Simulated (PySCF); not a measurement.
SMILES [Br][Ge]([Br])([Br])[OH] at its PBE0/def2-SVP optimised geometry (Å):

```
6

O     -1.4003    -1.9429     1.4015
Ge    -0.7829    -1.0864     0.0000
Br     1.5079    -1.0864     0.0000
Br    -1.5891    -2.2062    -1.8045
Br    -1.5079     1.0864     0.0000
H     -1.1210    -1.5475     2.2375
```

Calculation: PBE0/def2-TZVP (PySCF). Cells within 0.4 Å of a nucleus heavier than hydrogen are left out (blank, or x).

Map of the electrostatic potential (hartree/e), clipped to [-0.08, 0.12] on the plane z = 1.5 Å:

```
|222222222222222222222222222|
|222222222222222222222222222|
|222222222222222222222222222|
|222223333222222222222222222|
|222223333222222222222222222|
|222223333322222222222222222|
|222223333332222222222222222|
|222223333332222222222222222|
|222223344433222222222222222|
|222223345443332222222222222|
|222223345544333322222222222|
|222223345554443332222222222|
|222223345566554333222222222|
|222223345677765433322222222|
|222223456899976543333332222|
|222223357999987554443333322|
|222222369999997655544333332|
|221111499999997555544333332|
|211101799999976544443333322|
|21100199xx99865443333332222|
|21100199xx99544333322222222|
|111000499995333322222222222|
|111000037631122222222222222|
|211100000000122222222222222|
|211110000001122222222222222|
|211111000011122222222222222|
|221111111111122222222222222|
```
Scale: ten equal steps from -0.045 (start of '0') to 0.120 (end of '9'), in the order '0123456789'; x runs from -4.00 to 4.00, y from -4.00 (bottom) to 4.00 (top).
